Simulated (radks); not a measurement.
Results of a calculation; reference values are marked as such.
Problem. These are the eigenvalues of the occupied orbitals of an atom or ion with whole-number occupations (eV). Code: a radial shooting solver on a logarithmic mesh with Libxc functionals. Model: Dirac Kohn-Sham, PBE, spin-unpolarised, spherical densities, finite nucleus; Fermi nuclear charge, rms radius of each element as measured or else 0.836 A^(1/3) + 0.57 fm.

orbital  eigenvalue
1s1/2     -19812.49
2s1/2     -2797.644
2p1/2     -2573.677
2p3/2     -2467.116
3s1/2     -476.2258
3p1/2     -390.9961
3p3/2     -373.4522
3d3/2     -222.8092
3d5/2     -219.4878
4s1/2      -64.3135
4p1/2      -40.1675
4p3/2      -37.6854
5s1/2       -4.0865
4d3/2       -3.8773
4d5/2       -3.6735

Which element is it, and in what charge state? The configuration may be excited. Open shells, if any, are shared by 2j + 1.

Solution. Z = 42, molybdenum, charge 0: Mo in [Kr] 4d5 5s1. The list shows which subshells hold electrons but not how many an open one holds; the 1s level, -728.1 hartree, gives Z - s = 38.2 by -(Z - s)^2/2, which with screening and relativity narrows Z to a few neighbours, and the depths of the outer levels then fix element, charge and occupations together.
